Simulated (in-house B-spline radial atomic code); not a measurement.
Configurations of neutral gallium, with energies counted from [Ar] 3d10 4s2 4p1. All numbers are computed (scalar-relativistic (X2C) TPSSh, spin-polarised, spherical fractional occupations, exact exchange averaged over the configuration; Fermi nucleus of rms radius 3.9973 fm) with a B-spline radial code for spherical atoms, not measured. Shells without spins written out take the highest spin.

Occupations are held fixed; configurations that lie above the ionisation limit could autoionise.

```tsv
configuration	E - E(ref) (eV)	highest orbital	its <r> (bohr)
[Ar] 3d9 4s2 4p2	19.154	4p up	2.853
[Ar] 3d9 4s2 4p1 4d1	25.312	4d up	8.793
[Ar] 3d9 4s2 4p1 4f1	26.146	4f up	16.81
[Ne] 3s2 3p5 3d10 4s2 4p1 4d1	107.4	4d up	8.802
[Ne] 3s2 3p5 3d10 4s2 4p1 4f1	108.24	4f up	16.82
```

Q: Order these further configurations by energy, lowest first.
A. [Ar] 3d10 4s2 5p1
B. [Ar] 3d10 4s1 4p2
C. [Ar] 3d10 4s2 4f1
D. [Ar] 3d9 4s2 4p1 5f1
E. [Ne] 3s2 3p5 3d10 4s2 4p1 5s1

A: A (3.7291 eV), B (4.6911 eV), C (4.8681 eV), D (26.444 eV), E (105.98 eV).
